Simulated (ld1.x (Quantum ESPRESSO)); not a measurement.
**Transferability test, TM potential for Cd (Z = 48)**

ld1.x (Quantum ESPRESSO) 7.5 input, shortened:

```
&input
   title='Cd', zed=48., rel=2, dft='PBE', iswitch=3,
   config='[Kr] 4d10 5s2 5p0', rel_dist='average'
 /
 &inputp
   pseudotype=2, tm=.true., lloc=0,
   nlcc=.true.
 /
3
4P  2  1   6.00   0.00  1.60  1.60  0.0
4D  3  2  10.00   0.00  1.55  1.55  0.0
5S  1  0   2.00   0.00  1.90  1.90  0.0
 &test
   configts(1)='4p6 4d10 5s2 5p0'
 /
```

Open shells are filled in proportion to 2j + 1 (rel_dist='average').

Energies are relative to the spin-unpolarised reference configuration 4p6 4d10 5s2 5p0; without spin polarisation the order of configurations can differ from experiment.

**Question.** Give the all-electron excitation energy and the error of the potential for: 4p6 4d10 5s1 5p0; 4p6 4d10 5s0 5p0; 4p6 4d9 5s0 5p0; 4p6 4d10 5s0 5p2; 4p6 4d8 5s0 5p0; 4p6 4d10 5s0 5p1; 4p6 4d10 5s1 5p1.

**Answer.**

| valence configuration | charge | ΔE all-electron (eV) | error AE − PS (meV) |
| --- | --- | --- | --- |
| 4p6 4d10 5s1 5p0 | +1 | 9.273 | -4.4 |
| 4p6 4d10 5s0 5p0 | +2 | 26.401 | -32 |
| 4p6 4d9 5s0 5p0 | +3 | 64.407 | -123 |
| 4p6 4d10 5s0 5p2 | 0 | 9.655 | -1575 |
| 4p6 4d8 5s0 5p0 | +4 | 118.464 | -526 |
| 4p6 4d10 5s0 5p1 | +1 | 15.042 | -1163 |
| 4p6 4d10 5s1 5p1 | 0 | 4.659 | -627 |

Levels in the configuration 4p6 4d10 5s0 5p1:

```
   level  all-electron (eV)  pseudo (eV)
4p j=1/2            -81.430      -82.171
4p j=3/2            -75.614      -76.365
4d j=3/2            -22.496      -23.280
4d j=5/2            -21.786      -22.570
5p j=1/2             -8.430       -7.567
5p j=3/2             -8.076       -7.419
```

These tests converged, but a pseudo level misses the all-electron one widely, so the file describes the atom poorly there or has found another state: 4p6 4d9 5s0 5p0: empty 5p by 2.9 eV; 4p6 4d8 5s0 5p0: empty 5p by 4.2 eV.
